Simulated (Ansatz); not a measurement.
`C=[C](Cl)[AlH][CH3]` and `C=[C](Br)[AlH][CH3]` differ in one element.

Ansatz, PBE0-D4/def2-TZVP geometries, multiplicity 1. Each molecule was computed in one conformer, which needn't be the lowest.

Scalar relativity is left out up to krypton.

| property | `C=[C](Cl)[AlH][CH3]` |
| --- | --- |
| HOMO–LUMO gap (PBE0/def2-TZVPP) / eV | 5.84 |
| HOMO–LUMO gap (PBE/def2-TZVPP) / eV | 3.89 |
| HOMO energy (ωB97M-V/def2-TZVPP) / eV | -9.65 |
| HOMO–LUMO gap (ωB97M-V/def2-TZVPP) / eV | 9.75 |
| size of the dipole moment (B3LYP/def2-TZVPP) / D | 2.15 |
| LUMO energy (B3LYP/def2-TZVPP) / eV | -1.84 |

Q: Give the same properties after the change, and the shifts. (An estimate is asked.)

A: Computed: 
```json
{"property": "HOMO–LUMO gap (PBE0/def2-TZVPP) / eV", "`C=[C](Br)[AlH][CH3]`": "5.65", "shift": "-0.19"}
{"property": "HOMO–LUMO gap (PBE/def2-TZVPP) / eV", "`C=[C](Br)[AlH][CH3]`": "3.72", "shift": "-0.17"}
{"property": "HOMO energy (ωB97M-V/def2-TZVPP) / eV", "`C=[C](Br)[AlH][CH3]`": "-9.48", "shift": "0.17"}
{"property": "HOMO–LUMO gap (ωB97M-V/def2-TZVPP) / eV", "`C=[C](Br)[AlH][CH3]`": "9.54", "shift": "-0.21"}
{"property": "size of the dipole moment (B3LYP/def2-TZVPP) / D", "`C=[C](Br)[AlH][CH3]`": "2.28", "shift": "0.13"}
{"property": "LUMO energy (B3LYP/def2-TZVPP) / eV", "`C=[C](Br)[AlH][CH3]`": "-1.88", "shift": "-0.04"}
```

With PBE0 the HOMO rises by 0.15 eV and the LUMO falls by 0.05 eV, so the gap narrows by about 0.20 eV. PBE moves the HOMO by 0.11 eV and ωB97M-V by 0.17 eV. Dipoles are sizes alone; their direction can turn.

B3LYP here is the variant with VWN-RPA as its local correlation; programs differ in this.

Spin–orbit coupling is left out; it splits and shifts lone-pair levels of the heavy atoms by tenths of an eV.
